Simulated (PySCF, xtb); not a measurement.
B(NCO)(OH)2 (CH2BNO3), SMILES N(B(O)O)=C=O. Other conformers were not sampled.

Harmonic wavenumbers (cm⁻¹) from GFN2-xTB run with xtb 6.7.1 at its own minimum, in rising order: 74, 78, 361, 406, 456, 499, 505, 534, 571, 708, 907, 944, 1179, 1373, 1536, 2527, 3651, 3660.

**Question.** What does PySCF with ωB97X-D3(BJ)/def2-SVP give at its own minimum? (The exact figures need the calculation; the answer reports its results.)

**Answer.** 40, 76, 403, 429, 468, 529, 614, 631, 663, 710, 997, 1007, 1293, 1519, 1626, 2500, 3943, 3945. Paired by order, the mean absolute difference is 86 cm⁻¹ and the zero-point energies are 28.5 and 30.6 kcal/mol.
